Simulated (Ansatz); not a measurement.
`C1[SiH2][SiH2][Se]1`, relaxed with RKS PBE-D4/def2-SVP in the Gaussian-basis code of Ansatz from a rough embedded geometry. The force threshold is 0.03 eV/Å; the program also tests the step.

The species carries charge 0 and has multiplicity 1.

Start:

```xyz
10

C    -0.610   -0.155   -1.197
Si   -0.544   -0.659    0.564
Si    1.073    0.783    0.724
Se    0.792    1.143   -1.404
H    -0.458   -1.055   -1.880
H    -1.645    0.237   -1.477
H    -1.723   -0.259    1.337
H    -0.087   -2.079    0.776
H     0.786    1.917    1.560
H     2.416    0.127    0.997
```

| step | energy (eV) | largest force (eV/Å) | largest move (Å) |
| --- | --- | --- | --- |
| 1 | -82206.0464 | 2.768 | 0.000 |
| 2 | -82206.7348 | 0.942 | 0.197 |
| 3 | -82206.8033 | 0.271 | 0.085 |
| 4 | -82206.8061 | 0.051 | 0.023 |
| 5 | -82206.8072 | 0.021 | 0.010 |

End:

```xyz
10

C    -0.703   -0.227   -1.280
Si   -0.576   -0.702    0.576
Si    1.193    0.824    0.807
Se    0.756    1.142   -1.459
H    -0.499   -1.067   -1.972
H    -1.670    0.237   -1.559
H    -1.836   -0.401    1.347
H    -0.233   -2.154    0.785
H     0.995    2.056    1.654
H     2.573    0.292    1.102
```

Hardware: 4 threads of an Arm Neoverse V1 on a shared host. Wall time 7.5 s, peak host memory 0.17 GiB.
